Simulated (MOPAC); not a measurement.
MOPAC input (AM1):

```
AM1 1SCF UHF MS=0.5 GEO-OK AUX(PRECISION=9) THREADS=1
C2H7GeO

C    -2.47900500 1   -0.16522200 1    0.13337200 1
C    -1.29864600 1   -0.42454900 1    1.05353700 1
O    -0.14865800 1   -0.85559400 1    0.33756300 1
Ge    0.97906700 1    0.32793200 1   -0.40475800 1
H    -2.26317900 1    0.65729900 1   -0.55243900 1
H    -2.70140300 1   -1.05382600 1   -0.45886200 1
H    -3.36614400 1    0.09806500 1    0.71389100 1
H    -1.53858300 1   -1.22705800 1    1.75665300 1
H    -1.07287000 1    0.47150100 1    1.64577500 1
H     2.26552800 1   -0.51094700 1   -0.63233800 1
H     1.20166800 1    1.45452100 1    0.65762100 1
```

Output:

```
 *******************************************************************************
 **                                                                           **
 **                              MOPAC v23.2.5                                **
 **                                                                           **
 *******************************************************************************
 ** MOPAC's Digital Object Identifier: https://doi.org/10.5281/zenodo.6511958 **
 **                                                                           **
 ** Please cite the open-source release paper for use of this MOPAC version:  **
 ** J. E. Moussa and J. J. P. Stewart (2026)                                  **
 ** MOPAC: An open-source semiempirical molecular orbital program             **
 ** J. Open Source Softw., 11(119), 8025, https://doi.org/10.21105/joss.08025 **
 *******************************************************************************

                              AM1 CALCULATION RESULTS

 *******************************************************************************
 *  AM1        - The AM1 Hamiltonian to be used
 *  GEO-OK     - OVERRIDE INTERATOMIC DISTANCE AND OTHER SAFETY CHECKS
 *  UHF        - UNRESTRICTED HARTREE-FOCK CALCULATION
 *  MS=        - IN MECI, MAGNETIC COMPONENT OF SPIN =  0.5
 *  1SCF       - DO 1 SCF AND THEN STOP
 *  AUX        - OUTPUT AUXILIARY INFORMATION
 *******************************************************************************
AM1 1SCF UHF MS=0.5 GEO-OK AUX(PRECISION=9) THREADS=1
 C2H7GeO

   ATOM   CHEMICAL          X               Y               Z
  NUMBER   SYMBOL      (ANGSTROMS)     (ANGSTROMS)     (ANGSTROMS)

     1       C         -2.47900500  *  -0.16522200  *   0.13337200  *
     2       C         -1.29864600  *  -0.42454900  *   1.05353700  *
     3       O         -0.14865800  *  -0.85559400  *   0.33756300  *
     4      Ge          0.97906700  *   0.32793200  *  -0.40475800  *
     5       H         -2.26317900  *   0.65729900  *  -0.55243900  *
     6       H         -2.70140300  *  -1.05382600  *  -0.45886200  *
     7       H         -3.36614400  *   0.09806500  *   0.71389100  *
     8       H         -1.53858300  *  -1.22705800  *   1.75665300  *
     9       H         -1.07287000  *   0.47150100  *   1.64577500  *
    10       H          2.26552800  *  -0.51094700  *  -0.63233800  *
    11       H          1.20166800  *   1.45452100  *   0.65762100  *

          CARTESIAN COORDINATES

    NO.       ATOM           X           Y           Z

     1         C         -2.4790     -0.1652      0.1334
     2         C         -1.2986     -0.4245      1.0535
     3         O         -0.1487     -0.8556      0.3376
     4        Ge          0.9791      0.3279     -0.4048
     5         H         -2.2632      0.6573     -0.5524
     6         H         -2.7014     -1.0538     -0.4589
     7         H         -3.3661      0.0981      0.7139
     8         H         -1.5386     -1.2271      1.7567
     9         H         -1.0729      0.4715      1.6458
    10         H          2.2655     -0.5109     -0.6323
    11         H          1.2017      1.4545      0.6576

  H: (AM1): M.J.S. DEWAR ET AL, J. AM. CHEM. SOC. 107 3902-3909 (1985)
  C: (AM1): M.J.S. DEWAR ET AL, J. AM. CHEM. SOC. 107 3902-3909 (1985)
  O: (AM1): M.J.S. DEWAR ET AL, J. AM. CHEM. SOC. 107 3902-3909 (1985)
 Ge: (AM1): M.J.S.Dewar and C.Jie, Organometallics, 8, 1544, (1989)

           Empirical Formula: C2 H7 O Ge  =    11 atoms

      MOLECULAR POINT GROUP   :   C1

          UHF CALCULATION, NO. OF ALPHA ELECTRONS =   13
                           NO. OF BETA  ELECTRONS =   12

 -------------------------------------------------------------------------------
 AM1 1SCF UHF MS=0.5 GEO-OK AUX(PRECISION=9) THREADS=1
 C2H7GeO

     1SCF WAS SPECIFIED, SO BFGS WAS NOT USED
     SCF FIELD WAS ACHIEVED

                              AM1 CALCULATION
                                                       MOPAC v23.2.5 Linux

          FINAL HEAT OF FORMATION =        -36.23513 KCAL/MOL =    -151.60779 KJ/MOL

          COSMO AREA              =        125.60 SQUARE ANGSTROMS
          COSMO VOLUME            =        115.77 CUBIC ANGSTROMS

          IONIZATION POTENTIAL    =          8.620642 EV
          ALPHA SOMO LUMO (EV)    =         -8.621  0.760
          BETA  SOMO LUMO (EV)    =        -10.910 -1.148
          NO. OF ALPHA ELECTRONS  =         13
          NO. OF BETA  ELECTRONS  =         12
          MOLECULAR WEIGHT        =        119.6667         POINT GROUP:  C1

          MOLECULAR DIMENSIONS (Angstroms)

            Atom       Atom       Distance
            H    10    H     7     5.82228
            H     6    H    11     3.48981
            H     8    H     5     3.04208

          SCF CALCULATIONS        =          1

   ATOM   CHEMICAL          X               Y               Z
  NUMBER   SYMBOL      (ANGSTROMS)     (ANGSTROMS)     (ANGSTROMS)

     1       C         -2.47900500  *  -0.16522200  *   0.13337200  *
     2       C         -1.29864600  *  -0.42454900  *   1.05353700  *
     3       O         -0.14865800  *  -0.85559400  *   0.33756300  *
     4      Ge          0.97906700  *   0.32793200  *  -0.40475800  *
     5       H         -2.26317900  *   0.65729900  *  -0.55243900  *
     6       H         -2.70140300  *  -1.05382600  *  -0.45886200  *
     7       H         -3.36614400  *   0.09806500  *   0.71389100  *
     8       H         -1.53858300  *  -1.22705800  *   1.75665300  *
     9       H         -1.07287000  *   0.47150100  *   1.64577500  *
    10       H          2.26552800  *  -0.51094700  *  -0.63233800  *
    11       H          1.20166800  *   1.45452100  *   0.65762100  *

                             CARTESIAN COORDINATES

   1    C       -2.479005000    -0.165222000     0.133372000
   2    C       -1.298646000    -0.424549000     1.053537000
   3    O       -0.148658000    -0.855594000     0.337563000
   4   Ge        0.979067000     0.327932000    -0.404758000
   5    H       -2.263179000     0.657299000    -0.552439000
   6    H       -2.701403000    -1.053826000    -0.458862000
   7    H       -3.366144000     0.098065000     0.713891000
   8    H       -1.538583000    -1.227058000     1.756653000
   9    H       -1.072870000     0.471501000     1.645775000
  10    H        2.265528000    -0.510947000    -0.632338000
  11    H        1.201668000     1.454521000     0.657621000

           Empirical Formula: C2 H7 O Ge  =    11 atoms

      MOLECULAR POINT GROUP   :   C1

          ALPHA EIGENVALUES
 -37.45226 -31.20374 -23.58315 -17.13877 -16.07680 -14.99821 -14.12422 -13.27104
 -12.86658 -11.54366 -11.40449 -10.97233  -8.62064   0.76020   0.98745   1.95798
   3.97851   4.25994   4.37148   4.63012   4.95750   5.20505   5.63148

           BETA EIGENVALUES
 -37.32522 -31.14781 -23.55829 -17.06911 -16.04678 -14.85600 -13.84884 -13.23677
 -12.80507 -11.45294 -11.07151 -10.90995  -1.14847   0.96303   1.16983   2.12305
   3.98216   4.27567   4.37676   4.64437   4.95734   5.20893   5.68029

              NET ATOMIC CHARGES AND DIPOLE CONTRIBUTIONS

  ATOM NO.   TYPE          CHARGE      No. of ELECS.   s-Pop       p-Pop
    1          C          -0.242052        4.2421     1.22158     3.02047
    2          C           0.015460        3.9845     1.21569     2.76885
    3          O          -0.469374        6.4694     1.87842     4.59095
    4         Ge           0.524962        3.4750     0.99356     2.48148
    5          H           0.071947        0.9281     0.92805
    6          H           0.087470        0.9125     0.91253
    7          H           0.078648        0.9214     0.92135
    8          H           0.094540        0.9055     0.90546
    9          H           0.052788        0.9472     0.94721
   10          H          -0.097513        1.0975     1.09751
   11          H          -0.116875        1.1169     1.11688
 DIPOLE           X         Y         Z       TOTAL
 POINT-CHG.    -0.305     1.723    -0.831     1.937
 HYBRID        -0.150    -0.266     0.852     0.905
 SUM           -0.455     1.456     0.021     1.526

          ATOMIC ORBITAL ELECTRON POPULATIONS

     Atom    s        px        py        pz
    1  C   1.22158   0.98582   1.02712   1.00753
    2  C   1.21569   0.85196   0.98973   0.92715
    3  O   1.87842   1.37835   1.51441   1.69819
    4 Ge   0.99356   0.80124   0.78937   0.89087
    5  H   0.92805
    6  H   0.91253
    7  H   0.92135
    8  H   0.90546
    9  H   0.94721
   10  H   1.09751
   11  H   1.11688

                    (SZ)    =    0.500000
                    (S**2)  =    0.756617

          ATOMIC ORBITAL SPIN POPULATIONS

    Atom   Total    s     px     py     pz
         Atomic
    1  C  0.0050  0.000  0.001  0.001  0.003
    2  C -0.0015  0.001 -0.001  0.001 -0.001
    3  O  0.0473  0.003  0.020 -0.021  0.045
    4 Ge  1.0274  0.235  0.198  0.096  0.498
    5  H -0.0001 -0.000
    6  H -0.0002 -0.000
    7  H -0.0004 -0.000
    8  H -0.0016 -0.002
    9  H  0.0027  0.003
   10  H -0.0422 -0.042
   11  H -0.0364 -0.036

 **********************
 *                    *
 * JOB ENDED NORMALLY *
 *                    *
 **********************

 == MOPAC DONE ==
```

The geometry given is a B3LYP-D3(BJ)/def2-TZVP minimum.
